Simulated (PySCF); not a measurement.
OSn, SMILES [O]=[Sn] (connectivity only; charge and spin as stated), neutral, multiplicity 1. Coordinates come from a PBE0-D3(BJ)/def2-TZVP optimisation. The def2 effective core potentials stand for the cores of Sn; spin–orbit coupling is left out.

All values below come from PBE0-D3(BJ)/def2-TZVP (PySCF).

Harmonic wavenumbers (cm⁻¹): 873. Rotational constants (GHz): 10.85 (linear); symmetry number 1.

Question: Work out the zero-point energy and the ideal-gas rigid-rotor harmonic-oscillator thermochemistry at 298.15 K and 1 atm.

Answer: ZPE = ½ Σ hcν = ½ × 873 cm⁻¹ = 1.25 kcal/mol. H − E(el) = 3.36 kcal/mol. Entropy in cal/(mol K): translation 40.61, rotation 14.61, vibration 0.16, total 55.37. G − E(el) = -13.15 kcal/mol. Cp = 7.49 cal/(mol K).
